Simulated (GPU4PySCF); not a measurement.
C12F4N4, SMILES N#CC(C#N)=c1c(F)c(F)c(=C(C#N)C#N)c(F)c1F. Heavy atoms are numbered as in [N:1]#[C:2][C:3]([C:4]#[N:5])=[c:6]1[c:7]([F:8])[c:9]([F:10])[c:11](=[C:12]([C:13]#[N:14])[C:15]#[N:16])[c:17]([F:18])[c:19]1[F:20].

The structure is a stationary point at PBE0-D3(BJ)/def2-TZVP.

Method: B3LYP/pcSseg-1 in GPU4PySCF.

GIAO shieldings, no solvent; atoms alike by connectivity are averaged. δ = σ(ref) − σ: ¹⁵N against NH3 (σ = 265.5 ppm); ¹³C against TMS (σ = 181.3 ppm); ¹⁹F against CFCl3 (σ = 161.7 ppm), references at their B3LYP-D3(BJ)/def2-TZVP geometries, non-relativistic (references run with PySCF on processors).

Computed chemical shifts:
```tsv
nucleus	atoms	count	δ (ppm)
¹⁵N	N1	4	367.2
¹³C	C7	4	150.8
¹³C	C6	2	141.0
¹³C	C2	4	118.1
¹³C	C3	2	89.7
¹⁹F	F8	4	-151.9
```
